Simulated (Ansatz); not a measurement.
Reaction (cleavage of the B–Ge bond): `[BH2][GeH2][Cl]` + `OB(S)Cl` → `BSB(O)Cl` + `[Cl][GeH3]`

Calculated with Ansatz (gas phase, PBE0-D4/def2-TZVP geometries, no zero-point term in ΔE). CCSD(T)/CBS is the MP2 limit (def2-TZVPP, def2-QZVPP) plus CCSD(T) − MP2 in def2-TZVPP, frozen cores. DFT in def2-TZVPP. B3LYP here is the variant with VWN-RPA as its local correlation; programs differ in this. HSE06 is defined as in plane-wave codes. For Ge outer-core shells are correlated without core-valence functions, which leaves a few kJ/mol of doubt a bond. Scalar relativity is left out up to krypton. One conformer a species, not always the lowest.

Is it downhill or uphill in electronic energy at CCSD(T)/CBS, and by how much? (Best estimate.)

Ansatz gave: Downhill: ΔE = -0.86 eV.

What do these levels give: LDA (SPW92), B3LYP-D4, r2SCAN0-D4, HSE06-D4, ωB97M-V, B3LYP, r2SCANh, BHLYP, MP2/def2-SVP, CCSD/def2-SVP, CCSD(T)/def2-SVP, HF/def2-QZVPP? (Best estimate.)

Computed: LDA (SPW92) -0.96, B3LYP-D4 -0.88, r2SCAN0-D4 -0.90, HSE06-D4 -0.88, ωB97M-V -0.88, B3LYP -0.85, r2SCANh -0.90, BHLYP -0.85, MP2/def2-SVP -1.03, CCSD/def2-SVP -0.95, CCSD(T)/def2-SVP -0.98, HF/def2-QZVPP -0.81 eV.

Largest T1 diagnostic among the species: 0.014.

At CCSD(T), def2-SVP lies −0.13 eV from the extrapolated value and def2-TZVPP −0.01 eV. In def2-TZVPP, CCSD(T) changes the Hartree–Fock value by −0.06 eV (the triples alone add −0.04 eV) and MP2 by −0.12 eV. Leaving LDA and LC-ωPBE aside and taking each functional with its dispersion term where it has one, the values, not all of them listed here, spread over 0.08 eV, from B97M-V to ωB97X-V. LDA lies −0.08 eV from PBE without D4.
